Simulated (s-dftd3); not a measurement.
C$_{2}$F$_{3}$, doublet, at a GFN2-xTB geometry; D3(zero) for wb97x run with s-dftd3.

s-dftd3 was given this input:
```
$ s-dftd3 mol.xyz --zero wb97x --json dftd3.json --noedisp --grad

# file mol.xyz
5

F      1.31800223     0.00739748     1.48618006
C      0.37902913    -0.50068481     0.73883781
C     -0.29049288    -0.06439612    -0.28868255
F     -0.15535228     1.13519605    -0.87886147
F     -1.22167412    -0.76587291    -0.90742210
```

Output, abridged:

```
-----------------------------------
 s i m p l e   D F T - D 3  v1.4.0
-----------------------------------

Zero (Chai-Head-Gordon) damping: wb97x-D3(0)
--------------------
  s6         1.0000
  s8         1.0000
  s9         0.0000
 rs6         1.2810
 rs8         1.0940
 alp        14.0000
--------------------

Dispersion energy:      -3.4581518745427E-04 Eh

Gradient norm:           1.7144824700621E-04 Eh/a0
--------------------------------------------------
     #    Z           dE/dx      dE/dy      dE/dz
--------------------------------------------------
     1    9 F    -4.179E-06  1.731E-07 -4.834E-06
     2    6 C    -5.556E-05  4.065E-05 -8.802E-05
     3    6 C     4.621E-05  2.607E-06  5.065E-05
     4    9 F    -2.071E-05 -8.709E-05  3.051E-05
     5    9 F     3.424E-05  4.366E-05  1.168E-05
--------------------------------------------------

Virial:
--------------------------------------------------
      component           x          y          z
--------------------------------------------------
          x      -1.485E-04 -4.710E-05 -1.388E-04
          y      -4.710E-05 -2.888E-04  1.256E-04
          z      -1.388E-04  1.256E-04 -2.348E-04
--------------------------------------------------

[Info] JSON dump of results written to 'dftd3.json'
```
